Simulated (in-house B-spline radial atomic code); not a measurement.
## Ca3+: [Ne] 3s2 (3p1/2)2 (3p3/2)2 (7g9/2)1 (an excited or competing configuration)

Method: Dirac-Hartree-Fock, average of the jj configuration, Fermi nucleus of rms radius 3.4776 fm. Calculated with an all-electron radial atomic-structure program (B-spline basis).

Effective charges: Z_r = [3n² - l(l+1)]/(2<r>) from the radius, Z_e = n√(-2ε) from the energy, and Slater's rules. Values are occupation-weighted means over j.

```csv
shell,electrons,ε (eV),<r> (bohr),Z_r,Z_e,Slater
1s,2,-4143.2,0.07676,19.54,17.45,19.70
2s,2,-516.56,0.3602,16.66,12.32,15.85
2p,6,-426.04,0.3256,15.36,11.19,15.85
3s,2,-106.94,1.1,12.27,8.41,9.45
3p,4,-83.863,1.166,10.72,7.45,9.45
7g,1,-4.4449,15.86,4.00,4.00,-
```

The least bound orbital is 7g9/2 at -4.445 eV, and it is also the most diffuse (<r> = 15.86 bohr).

For the 1s electron the small component carries 0.511 % of the norm, the zero-frequency Breit interaction raises the level by 3.604 eV, self-energy by 1.668 eV, and vacuum polarisation lowers it by 0.1233 eV.
